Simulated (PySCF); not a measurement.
## Computed properties of Al(Cl)(NCO)(OH) (CHAlClNO₂), SMILES O=C=[N][Al]([OH])[Cl]

CHAlClNO2, SMILES O=C=[N][Al]([OH])[Cl]. Geometry optimised at PBE0-D3(BJ)/def2-SVP. Other conformers were not sampled. All values are computed for the isolated molecule unless a solvent is named; none is compared with measurement here.

**Structure.** The optimised structure has Cs symmetry. All 15 harmonic modes at PBE0-D3(BJ)/def2-SVP (PySCF) are real, so it is a minimum. With heavy atoms numbered as in [Al:1]([Cl:2])([N:3]=[C:4]=[O:5])[OH:6], the shortest bond between them is C4–O5 at 1.167 Å and the longest Al1–Cl2 at 2.079 Å.

**Vibrations.** The strongest infrared lines (harmonic, unscaled, degenerate partners summed) lie at 2466 cm⁻¹ (1495 km/mol, C 70 %, N 17 %, O 13 %), 670 cm⁻¹ (323 km/mol, Al 64 %, O 12 %, Cl 10 %), 340 cm⁻¹ (168 km/mol, H 83 %, O 13 %). The softest mode is at 57 cm⁻¹ and the zero-point energy is 18.6 kcal/mol.

**Electronic structure.** ωB97X/def2-TZVP (PySCF) places the frontier levels at -11.25 and 1.11 eV, a gap of 12.36 eV, and gives a dipole moment of 1.88 D and a mean polarisability of 54.2 bohr³. PBE/def2-TZVP (PySCF) at the same geometry gives -7.44 and -1.71 eV, so its gap is 6.63 eV narrower. An orbital gap is neither the optical nor the fundamental gap.

**Excitations.** TDA-ωB97X/def2-SVPD (PySCF) has S1 at 6.87 eV (181 nm, f = 0.000, dark); the most intense of the 10 singlets computed lies at 8.43 eV (f = 0.20). T1 (TDA) is at 6.59 eV, 0.28 eV under S1. TDA-PBE/def2-SVPD (PySCF) puts S1 at 5.74 eV. No vertical singlet excitation falls in the visible range (under 3.1 eV).

**NMR.** GIAO shifts at KT2/pcSseg-1 (PySCF) (non-relativistic, atoms alike by connectivity averaged): ¹³C at 118.8 ppm against TMS; ¹H at 2.4 ppm against TMS. Without spin–orbit terms, shifts of atoms bonded to Cl or Br come out too high.
